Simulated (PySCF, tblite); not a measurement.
Isomers of C6H6FO (doublet state). Level: GFN2-xTB in tblite, geometry and Hessian alike; calculated harmonic values, unscaled, isolated species. Errors from tens to a few hundred cm⁻¹ against measured bands are possible. One conformer each. Open shells enter through the occupations alone, without spin polarisation, and single modes of such species can be off by tens of per cent.

Electronic energies: B3LYP/pcH-1 single points on the GFN2-xTB geometries (PySCF, gas phase).

| SMILES | electronic energy, lowest = 0 (kJ/mol) |
| --- | --- |
| O=C[C]1[C@@H](F)C12CC2 | 222.2 |
| O=C1[CH][C@H](F)CC=C1 | 0.7 |
| [CH2]c1ccc(CF)o1 | 0.0 |

**Question.** How do GFN2-xTB zero-point energies change the relative energies?

**Answer.** 
```tsv
SMILES	ZPE (kJ/mol)	of it from modes above 1550 cm⁻¹	electronic (kJ/mol)	with ZPE, lowest = 0 (kJ/mol)	lowest mode (cm⁻¹)	rings
[CH2]c1ccc(CF)o1	267.0	110.8	0.0	0.0	21	1
O=C1[CH][C@H](F)CC=C1	267.8	127.1	0.7	1.6	104	1
O=C[C]1[C@@H](F)C12CC2	264.0	128.1	222.2	219.3	73	2
```

The zero-point energies span 3.8 kJ/mol, from `O=C[C]1[C@@H](F)C12CC2` to `O=C1[CH][C@H](F)CC=C1`. The order is unchanged.

**Question.** And how do the electronic energies of GFN2-xTB itself compare?

**Answer.** `[CH2]c1ccc(CF)o1` 0.0; `O=C1[CH][C@H](F)CC=C1` 67.8; `O=C[C]1[C@@H](F)C12CC2` 218.8 kJ/mol, lowest = 0. Against the energies above, taken from the same isomer `[CH2]c1ccc(CF)o1`, the largest difference is 67.1 kJ/mol.
